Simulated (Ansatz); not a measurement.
C3F5O (SMILES O=C([C](F)F)C(F)(F)F), doublet (typed; the unrestricted solution is spin-contaminated), geometry from GFN2-xTB; CCSD/STO-3G in Ansatz (an electronic-structure program).

Here is a job for Ansatz.
Ansatz 0.2 input:
```yaml
crystal:
  periodic: [false, false, false]
  atoms:
    - {symbol: O, position_ang: [0.47815048, 0.78701659, 1.72183290]}
    - {symbol: C, position_ang: [0.31667736, 0.29403693, 0.62018288]}
    - {symbol: C, position_ang: [1.36116504, -0.02561886, -0.28654524]}
    - {symbol: F, position_ang: [2.62247885, 0.18041603, -0.02599835]}
    - {symbol: F, position_ang: [1.18233591, -0.55486511, -1.46832239]}
    - {symbol: C, position_ang: [-1.10346250, -0.04784240, 0.07520924]}
    - {symbol: F, position_ang: [-2.04367988, 0.26606422, 0.95131728]}
    - {symbol: F, position_ang: [-1.35657716, 0.61600942, -1.06031737]}
    - {symbol: F, position_ang: [-1.21250029, -1.35424531, -0.19976189]}
basis:
  gaussian:
    orbitals: STO-3G
magnetization: {spin_polarized: true, initial_magnetization: 1}
correlation: {method: ccsd}
```

What the program printed (banner, timings and long lists left out):

```
Functional definition: HF
669 factors; integrals over basis functions are off by at most 3.5e-5 eV
mean field evaluation 1: about -18386.1964 eV, gradient 4.3e1 eV
mean field evaluation 2: about -18386.5899 eV, gradient 4.4e1 eV
mean field evaluation 4: about -18399.5023 eV, gradient 5.2e0 eV
mean field evaluation 8: about -18400.4704 eV, gradient 3.3e-1 eV
mean field evaluation 16: about -18399.9087 eV, gradient 3.4e0 eV
mean field evaluation 32: about -18398.8144 eV, gradient 4.9e-1 eV
mean field evaluation 64: about -18398.5104 eV, gradient 2.3e-3 eV
mean field evaluation 96: about -18398.8246 eV, gradient 5.1e-4 eV
mean field -18400.47409008 eV, -676.2049505213 hartree, gradient 8.3e-7 eV, S^2 0.999285; 5 other end points of the search recorded, 0 dependent functions left out
determinant -18400.47409008 eV, -676.2049505213 hartree, with singles and doubles -18408.98005579 eV, -676.5175389955 hartree
determinant -18398.82463365 eV, -676.1443341153 hartree, with singles and doubles -18407.20234665 eV, -676.4522093893 hartree
determinant -18398.79596960 eV, -676.1432807310 hartree, with singles and doubles -18407.19557394 eV, -676.4519604968 hartree
determinant -18398.51042453 eV, -676.1327871431 hartree, with singles and doubles -18407.26364152 eV, -676.4544619345 hartree
9 core orbitals not correlated
reference -18400.47409008 eV, -676.2049505213 hartree; 27, 26 occupied and 9, 10 virtual orbitals, 669 factors
second order -6.53234461 eV of doubles, -0.00000000 eV of singles
cycle   1  -8.50962876 eV  change   -3.7e-3 eV  update   4.5e-3
cycle   2  -8.51285149 eV  change   -3.2e-3 eV  update   3.2e-3
cycle   3  -8.51785952 eV  change   -5.0e-3 eV  update   2.3e-3
cycle   4  -8.51905156 eV  change   -1.2e-3 eV  update   7.9e-4
cycle   5  -8.52094921 eV  change   -1.9e-3 eV  update   4.1e-4
cycle   6  -8.52206543 eV  change   -1.1e-3 eV  update   1.5e-4
cycle   7  -8.52214025 eV  change   -7.5e-5 eV  update   6.5e-5
cycle   8  -8.52196940 eV  change    1.7e-4 eV  update   3.1e-5
cycle   9  -8.52191104 eV  change    5.8e-5 eV  update   1.4e-5
cycle  10  -8.52187965 eV  change    3.1e-5 eV  update   7.6e-6
Total energy: -18408.99596973 eV, -676.5181238219 hartree
```
